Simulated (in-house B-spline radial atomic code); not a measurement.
As³⁺. Computed with a B-spline radial atomic code. Model: all-electron spherical atom, spin shells full or empty, radial basis limit, no spin-orbit coupling, Breit or QED, empty-state partial waves extrapolated as (l+1/2)^-4, RPA, G0W0 and static COHSEX of the highest shell as one setting changes (uncorrelated shells keep exact exchange).

Empty levels are discrete states of a finite basis, so the steps are uneven.

Given: element As; charge 3; filled core Ar; hamiltonian one-electron scalar X2C; mean-field start Hartree-Fock; highest l of empty states 9; nuclear rms radius 4.0968 fm; lowest nl shells left uncorrelated 5; highest mean-field shell 4s; box radius 14.14 bohr.

Shell: 3d 5 5, 4s 1 1 (electrons up and down).

```json
{"highest empty level kept (hartree)": "5.33", "RPA correlation energy (hartree)": "-0.22134", "G0W0 level (eV)": "-49.545", "G0W0 minus most complete (meV)": "358.3", "COHSEX level (eV)": "-50.832", "linearised minus solved G0W0 (meV)": "0.5"}
{"highest empty level kept (hartree)": "10.67", "RPA correlation energy (hartree)": "-0.35397", "G0W0 level (eV)": "-49.721", "G0W0 minus most complete (meV)": "182.5", "COHSEX level (eV)": "-51.121", "linearised minus solved G0W0 (meV)": "0.5"}
{"highest empty level kept (hartree)": "18.67", "RPA correlation energy (hartree)": "-0.48111", "G0W0 level (eV)": "-49.817", "G0W0 minus most complete (meV)": "86.5", "COHSEX level (eV)": "-51.317", "linearised minus solved G0W0 (meV)": "0.6"}
{"highest empty level kept (hartree)": "32", "RPA correlation energy (hartree)": "-0.54714", "G0W0 level (eV)": "-49.858", "G0W0 minus most complete (meV)": "44.9", "COHSEX level (eV)": "-51.41", "linearised minus solved G0W0 (meV)": "0.6"}
{"highest empty level kept (hartree)": "53.33", "RPA correlation energy (hartree)": "?", "G0W0 level (eV)": "?", "G0W0 minus most complete (meV)": "?", "COHSEX level (eV)": "?", "linearised minus solved G0W0 (meV)": "?"}
{"highest empty level kept (hartree)": "96", "RPA correlation energy (hartree)": "-0.63345", "G0W0 level (eV)": "-49.893", "G0W0 minus most complete (meV)": "10.4", "COHSEX level (eV)": "-51.514", "linearised minus solved G0W0 (meV)": "0.7"}
{"highest empty level kept (hartree)": "160", "RPA correlation energy (hartree)": "-0.64753", "G0W0 level (eV)": "-49.899", "G0W0 minus most complete (meV)": "4.7", "COHSEX level (eV)": "-51.53", "linearised minus solved G0W0 (meV)": "0.7"}
{"highest empty level kept (hartree)": "320", "RPA correlation energy (hartree)": "-0.65496", "G0W0 level (eV)": "-49.902", "G0W0 minus most complete (meV)": "1", "COHSEX level (eV)": "-51.542", "linearised minus solved G0W0 (meV)": "0.7"}
{"highest empty level kept (hartree)": "640", "RPA correlation energy (hartree)": "-0.65718", "G0W0 level (eV)": "-49.903", "G0W0 minus most complete (meV)": "0.1", "COHSEX level (eV)": "-51.545", "linearised minus solved G0W0 (meV)": "0.7"}
{"highest empty level kept (hartree)": "1333.3", "RPA correlation energy (hartree)": "?", "G0W0 level (eV)": "?", "G0W0 minus most complete (meV)": "?", "COHSEX level (eV)": "?", "linearised minus solved G0W0 (meV)": "?"}
{"highest empty level kept (hartree)": "3200", "RPA correlation energy (hartree)": "-0.65738", "G0W0 level (eV)": "-49.903", "G0W0 minus most complete (meV)": "0", "COHSEX level (eV)": "-51.545", "linearised minus solved G0W0 (meV)": "0.7"}
{"highest empty level kept (hartree)": "10667", "RPA correlation energy (hartree)": "-0.65738", "G0W0 level (eV)": "-49.903", "G0W0 minus most complete (meV)": "0", "COHSEX level (eV)": "-51.545", "linearised minus solved G0W0 (meV)": "0.7"}
```

**Question.** What follows for highest empty level kept = 1333.3?

**Answer.** RPA correlation energy -0.65735 hartree; G0W0 level -49.903 eV; G0W0 minus most complete 0 meV; COHSEX level -51.545 eV; linearised minus solved G0W0 0.7 meV.

**Question.** What follows for highest empty level kept = 53.33?

**Answer.** RPA correlation energy -0.59348 hartree; G0W0 level -49.879 eV; G0W0 minus most complete 24 meV; COHSEX level -51.469 eV; linearised minus solved G0W0 0.6 meV.
